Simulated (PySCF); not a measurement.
Vertical excitations of a molecule C₄H₁₂Sn from PySCF with TDA-PBE/def2-SVPD, as energy in eV (oscillator strength): 6.11 (0.040), 6.11 (0.040), 6.11 (0.040), 6.98 (0.000), 6.98 (0.000), 6.98 (0.000). Lowest triplet (TDA): 5.93 eV. The structure is a stationary point at PBE0-D3(BJ)/def2-SVP. The def2 effective core potentials stand for the cores of Sn; spin–orbit coupling is left out. One conformer was computed; it need not be the lowest.

### Question
Which molecule gave these data?
(A) C[C](C)(C)[SnH3]
(B) C[CH2][SnH2][CH2]C
(C) [CH3][Sn]([CH3])([CH3])[CH3]
(D) CCC[CH2][SnH3]

### Answer
C, [CH3][Sn]([CH3])([CH3])[CH3]
